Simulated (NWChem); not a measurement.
# Al$_{2}$, triplet; SMILES [Al][Al]

Program: NWChem. Spin-unrestricted. The geometry was optimised at PBE0/def2-SVP, spin-unrestricted. No stability test was run on the SCF state. Total energies compare along this basis series because the functional is fixed.

```json
[
 {"level": "PBE0/def2-SVP", "basis functions": "36", "energy (Ha)": "-484.3825", "highest occupied level (eV)": "-4.88", "lowest empty minus highest occupied level, either spin (eV)": "1.71", "<S²>": "2.01"},
 {"level": "PBE0/def2-SVPD", "basis functions": "48", "energy (Ha)": "-484.3849", "highest occupied level (eV)": "-4.87", "lowest empty minus highest occupied level, either spin (eV)": "1.72", "<S²>": "2.01"},
 {"level": "PBE0/def2-TZVP", "basis functions": "74", "energy (Ha)": "-484.5531", "highest occupied level (eV)": "-4.84", "lowest empty minus highest occupied level, either spin (eV)": "1.74", "<S²>": "2.01"},
 {"level": "PBE0/def2-TZVPP", "basis functions": "84", "energy (Ha)": "-484.5532", "highest occupied level (eV)": "-4.84", "lowest empty minus highest occupied level, either spin (eV)": "1.75", "<S²>": "2.01"},
 {"level": "PBE0/def2-QZVP", "basis functions": "140", "energy (Ha)": "-484.5670", "highest occupied level (eV)": "-4.84", "lowest empty minus highest occupied level, either spin (eV)": "1.75", "<S²>": "2.01"}
]
```
